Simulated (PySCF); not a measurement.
Chromium: a sound run and one with changed settings

Sound run: Cr [Ar] 3d5 4s1, Cr⁺ [Ar] 3d5. Calculation: PySCF 2.14, in cc-pVTZ (7s6p4d2f1g, 68 functions); no relativity, point nucleus. In the sound run the correlated levels freeze [Ar]. The sound run starts from symmetry-adapted Hartree-Fock orbitals and uses a fine grid where one is needed.

Changed run: the spin-free X2C one-electron Hamiltonian (Gaussian nucleus). This setting is unsound on purpose.

```tsv
species	method	sound run (hartree)	changed run (hartree)	converged
Cr	UHF	-1043.35591	-1048.63770	yes
Cr	LDA	-1042.20461	-1047.48111	yes
Cr	MN15	-1044.50595	-1049.77611	yes
Cr	MP2	-1043.44905	-1048.73189	yes
Cr⁺	UHF	-1043.13897	-1048.41731	yes
Cr⁺	LDA	-1041.93006	-1047.20192	yes
Cr⁺	MN15	-1044.26347	-1049.52897	yes
Cr⁺	MP2	-1043.21526	-1048.49405	yes
```

Ionisation energy of Cr:

```csv
method,sound run (eV),changed run (eV)
UHF,5.903,5.997
LDA,7.471,7.597
MN15,6.598,6.725
MP2,6.362,6.472
SCS-MP2,6.056,6.155
```

Most of the change in total energy is the relativistic energy itself. On top of that the contraction fixes the core shape for the Hamiltonian it was made with, so the changed run is not a good calculation with the other Hamiltonian either.

For comparison, NIST gives 6.767 eV between the lowest levels.
